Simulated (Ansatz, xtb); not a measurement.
Process, species as SMILES: C[Si](C)(Br)Br + 4 [H][H] (H2) -> 2 Br (HBr) + 2 C (CH4) + [SiH4] (SiH4)
Each molecule is optimised on its own at B3LYP-D3(BJ)/def2-TZVP (Ansatz, a first-principles code).

Property: energy of full hydrogenation (electronic energy difference), in eV. Cores are frozen in the correlated levels unless marked. Spin-orbit coupling is left out. The frozen core is the preceding noble-gas configuration, with the filled d and f shells of earlier blocks. No relativistic terms. Basis-set limits of correlation are two-point, X^-3; Hartree-Fock from the larger set.

```csv
level,program,energy of full hydrogenation (eV)
GFN2-xTB,xtb,[?]
B2PLYP-D4/def2-TZVPD,Ansatz + dftd4,1.20
SCS-MP2/def2-TZVPPD,Ansatz,1.13
"CCSD(T)/CBS(def2-TZVPPD,def2-QZVPPD)",Ansatz,1.26
```

Question: What belongs in the gaps?

Answer: 
- GFN2-xTB, energy of full hydrogenation (eV): -1.29
